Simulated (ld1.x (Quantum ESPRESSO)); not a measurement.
The numbers below are computed, except where a source is named.
# Potentials for Al (Z = 13) compared

Generated with ld1.x 7.5 (TM, RRKJ, ultrasoft, PAW), atompaw 4.2 or ONCVPSP 4.0.1. The cutoff is in Ry: for ld1.x and atompaw files where the sum of valence levels is converged to 10 mRy in a Bessel basis, for ONCV files where the hardest occupied wave has 1 mHa per electron of residual kinetic energy. The error is the largest all-electron minus pseudo excitation energy over each file’s own four to seven test configurations (ionisations up to +4, promotions, holes and added fractions of an electron), all of which were solved. The labels leave out finer settings (local radius, basis sizes, second energies), which also bear on the numbers. Spin-polarised tests are not counted. The rows are a selection from randomly drawn settings: files with unsolved tests, undetermined cutoffs or missed reference levels are left out.

| potential | cutoff (Ry) | largest error (meV) | bound ghosts |
| --- | --- | --- | --- |
| RRKJ, PBEsol, scalar-relativistic, rc 1.90/2.80 (sp), local s, core correction yes, reference 3s2 3p1 | 10 | -22 | none |
| PAW, revPBE, scalar-relativistic, rc 2.68/3.08/3.36 (spd), local smoothed, core correction yes, reference 3s1.5 3p1.5 | 6 | -14 | none |
| TM semilocal, PBE, scalar-relativistic, rc 1.65/1.75/1.35 (spd), local p, core correction yes, reference 3s2 3p0 | 10 | -5.0 | none |
| ultrasoft, PBE, scalar-relativistic, rc 2.30/2.10 (sp), local smoothed, core correction no, reference 3s2 3p0.5 | 6 | +83 | none |
| TM, revPBE, scalar-relativistic, rc 1.45/2.75 (sp), local smoothed, core correction yes, reference 3s2 3p1 | 30 | +17 | none |

Task: Fill in the row for Al: TM, PBEsol, scalar-relativistic, rc 1.90/2.16/2.10 (spd), local p, core correction yes, reference 3s1.5 3p1.5.

Result: cutoff 10 Ry, largest error +6.6 meV, bound ghosts: none.
